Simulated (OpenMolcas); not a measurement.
Ar IV: effect of the active space

| Quantity | Value |
| --- | --- |
| Program | OpenMolcas |
| Method | CASSCF or its RAS form |
| Basis | ANO-RCC-VQZP |
| Scalar Hamiltonian | DKH2, point nucleus |
| Spin-orbit coupling | state interaction with AMFI integrals over the reference wave functions, term energies averaged over their components |

A. 3 electrons in 3 orbitals (3p); 2S+1 = 4 odd, 1 root; 2S+1 = 2 odd, 8 roots; cost roughly 2.7 core-seconds
B. 5 electrons in 4 orbitals (3s 3p); 2S+1 = 4 odd, 1 root; 2S+1 = 2 odd, 8 roots; 2S+1 = 4 even, 3 roots; 2S+1 = 2 even, 9 roots; cost roughly 7 core-seconds
C. 5 electrons in 8 orbitals (3s 3p 4s 4p); 2S+1 = 4 odd, 1 root; 2S+1 = 2 odd, 8 roots; 2S+1 = 4 even, 3 roots; 2S+1 = 2 even, 9 roots; cost about 12 core-seconds
D. 3 electrons in 9 orbitals (RAS2 3p; RAS3 3d 4s, at most 1 electron); 2S+1 = 4 odd, 1 root; 2S+1 = 2 odd, 8 roots; 2S+1 = 4 even, 18 roots; 2S+1 = 2 even, 54 roots; cost roughly 21 core-seconds
E. 5 electrons in 9 orbitals (RAS2 3s 3p; RAS3 3d, at most 2 electrons); 2S+1 = 4 odd, 1 root; 2S+1 = 2 odd, 11 roots; 2S+1 = 4 even, 3 roots; 2S+1 = 2 even, 9 roots; cost about 17 core-seconds

Energies in cm-1 above 3s2 3p3 4S* 3/2, the measured ground level; measured values from Saloman, J. Phys. Chem. Ref. Data 39, 033101 (2010).

```json
{"Level": "3s2 3p3 4S* 3/2", "A": "0.0", "B": "0.0", "C": "0.0", "D": "0.0", "E": "0.0", "Measured": "0.0"}
{"Level": "3s2 3p3 2D* 3/2", "A": "26059", "B": "26000", "C": "25685", "D": "26059", "E": "25177", "Measured": "21091"}
{"Level": "3s2 3p3 2D* 5/2", "A": "26150", "B": "26149", "C": "25853", "D": "26150", "E": "25280", "Measured": "21220"}
{"Level": "3s2 3p3 2P* 1/2", "A": "43426", "B": "36343", "C": "35725", "D": "43426", "E": "39355", "Measured": "34855"}
{"Level": "3s2 3p3 2P* 3/2", "A": "43546", "B": "36488", "C": "35894", "D": "43546", "E": "39462", "Measured": "35032"}
```

Deviations, from unrounded energies. A percentage is the sum of absolute deviations over the sum of measured energies, with the sign that they share, or ± where signs differ.

```json
{"Against measurement": "mean absolute deviation (cm-1)", "Levels": "4", "A": "6700", "B": "3200", "C": "2700", "D": "6700", "E": "4300"}
{"Against measurement": "other terms of the ground configuration (%)", "Levels": "4", "A": "+24.1", "B": "+11.4", "C": "+9.8", "D": "+24.1", "E": "+15.2"}
```

C lies closest to measurement on these levels and A furthest from it. The largest miss of C in the table is 3s2 3p3 2D* 5/2, by +4600 cm-1. The ranking rests on the paired levels alone, and a cruder setting can come out closer through cancelling errors.

Among A to E the level of the table that moves most is 3s2 3p3 2P* 1/2, by 7700 cm-1 (lowest in C, highest in A).

With the s shell closed, the reference lacks s² → p² mixing (holds for A; D). Active for correlation alone: 4p 4s; no level in the range computed is led by a configuration that fills them, so any true level of that kind is missing (holds for C). The run also gave levels led by 3s2 3p2 3d, which use shells meant for correlation; these and all levels above them are left out (holds for E). Computed and measured levels are paired by configuration, term and J; levels that our copy of the source lacks, or whose pairing is in doubt (as where it misses far off the trend of its configuration), stay unpaired and out of the deviations. Only configurations of the active space appear. Levels that lie high or do not pair safely by name in every column are left out.

* marks odd parity.
